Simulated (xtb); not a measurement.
C4H9BO2 (SMILES C=CCOB(C)O), singlet, at a GFN2-xTB geometry; xtb 6.7.1 with GFN-FF.

Input for xtb:
```
$ xtb mol.xyz --gfnff --json

# file mol.xyz
16

C      2.74338389     0.22549765     0.34904990
C      1.68139064     0.62888805    -0.32425605
C      0.80047299    -0.27060804    -1.14238911
O     -0.57838517    -0.02186098    -0.94608282
B     -1.20809889    -0.13669847     0.25588193
C     -2.77583325     0.13522956     0.27725420
O     -0.58854932    -0.47429655     1.41240523
H      3.05626289    -0.80687322     0.35340920
H      3.35672123     0.91063240     0.90849215
H      1.37749951     1.66695013    -0.31933828
H      1.02976826    -1.32529384    -0.93473261
H      0.98487861    -0.08235605    -2.20816575
H     -3.12717273     0.51900514    -0.67461270
H     -3.31986614    -0.78059269     0.49217018
H     -3.03772306     0.84691425     1.05465550
H      0.35911633    -0.60967682     1.36017987
```

Question: Write the output that xtb gives for this input, abridged.

Answer: 
```
   ID    Z sym.   atoms
    1    6 C      1-3, 6
    2    8 O      4, 7
    3    5 B      5
    4    1 H      8-16

           -------------------------------------------------
          |                Calculation Setup                |
           -------------------------------------------------

          ==================== Thresholds ====================
          CN  :   150.00000
          rep :   500.00000
          disp:  2500.00000
          HB1 :   250.00000
          HB2 :   450.00000

          Pauling EN used:
          Z : 1  EN :  2.20
          Z : 5  EN :  2.04
          Z : 6  EN :  2.55
          Z : 8  EN :  3.44
          electric field strengths (au): 0.000

           -------------------------------------------------
          |           Force Field Initialization            |
           -------------------------------------------------

          distances ...
          ----------------------------------------
          generating topology and atomic info file ...
          pair mat ...
          computing topology distances matrix with Floyd-Warshall algo ...
          making topology EEQ charges ...
          #fragments for EEQ constrain: 1
          ----------------------------------------
          generating topology and atomic info file ...
          pair mat ...
          computing topology distances matrix with Floyd-Warshall algo ...
          making topology EEQ charges ...
          #fragments for EEQ constrain: 1
          rings ...
          # BATM   88
          # H in HB   4
          doing iterative Hueckel for 2 subsystem(s) ...

  atom   neighbors  erfCN metchar sp-hybrid imet pi  qest     coordinates
    1  C       3    2.79   0.00         2    0    1  -0.050    5.184244    0.426129    0.659609
    2  C       3    2.78   0.00         2    0    1  -0.027    3.177368    1.188426   -0.612755
    3  C       4    3.49   0.00         3    0    0   0.064    1.512675   -0.511375   -2.158803
    4  O       2    1.92   0.00         3    0    1  -0.353   -1.092990   -0.041311   -1.787837
    5  B       3    2.79   0.01         2    0    1   0.233   -2.282976   -0.258323    0.483547
    6  C       4    3.48   0.00         3    0    0  -0.070   -5.245565    0.255547    0.523935
    7  O       2    1.92   0.00         3    0    1  -0.442   -1.112197   -0.896291    2.669059
    8  H       1    0.97   0.00         0    0    0   0.052    5.775500   -1.524769    0.667847
    9  H       1    0.97   0.00         0    0    0   0.052    6.343284    1.720846    1.716801
   10  H       1    0.97   0.00         0    0    0   0.052    2.603097    3.150079   -0.603462
   11  H       1    0.97   0.01         0    0    0   0.046    1.945980   -2.504442   -1.766389
   12  H       1    0.97   0.00         0    0    0   0.046    1.861151   -0.155630   -4.172829
   13  H       1    0.97   0.00         0    0    0   0.054   -5.909500    0.980778   -1.274833
   14  H       1    0.97   0.00         0    0    0   0.054   -6.273638   -1.475106    0.930067
   15  H       1    0.97   0.00         0    0    0   0.054   -5.740465    1.600436    1.993010
   16  H       1    0.97   0.00         0    0    0   0.233    0.678632   -1.152122    2.570367

          #atoms :   16
          #bonds :   15
          #angl  :   23
          #tors  :   26
          #nmol  :   1
          #optfrag :   1
           -------------------------------------------------
          |                   G F N - F F                   |
          |          A general generic force-field          |
          |                  Version 1.0.3                  |
           -------------------------------------------------
          Number of HB bonds (bound hydrogen)     90
          Number of HB bonds (unbound hydrogen)   54
          Number of XB bonds                      0

         :::::::::::::::::::::::::::::::::::::::::::::::::::::
         ::                     SUMMARY                     ::
         :::::::::::::::::::::::::::::::::::::::::::::::::::::
         :: total energy              -2.387296651913 Eh    ::
         :: gradient norm              0.038024954947 Eh/a0 ::
         ::.................................................::
         :: bond energy               -2.402146253645 Eh    ::
         :: angle energy               0.006596930149 Eh    ::
         :: torsion energy             0.001281542392 Eh    ::
         :: repulsion energy           0.132192298720 Eh    ::
         :: electrostat energy        -0.116079092750 Eh    ::
         :: dispersion energy         -0.007280828398 Eh    ::
         :: HB energy                 -0.000665050021 Eh    ::
         :: XB energy                  0.000000000000 Eh    ::
         :: bonded atm energy         -0.001196198360 Eh    ::
         :: external energy            0.000000000000 Eh    ::
         :: add. restraining           0.000000000000 Eh    ::
         :: total charge               0.000000000000 e     ::
         :::::::::::::::::::::::::::::::::::::::::::::::::::::

           -------------------------------------------------
          |                Property Printout                |
           -------------------------------------------------

molecular dipole:
                 x           y           z       tot (Debye)
 q only:        0.374       0.104      -0.097       1.016

           -------------------------------------------------
          | TOTAL ENERGY               -2.387296651913 Eh   |
          | GRADIENT NORM               0.038024954947 Eh/α |
           -------------------------------------------------
########################################################################
[WARNING] Runtime exception occurred
-1- gfnff_setup: Could not read topology file.
########################################################################

normal termination of xtb
```
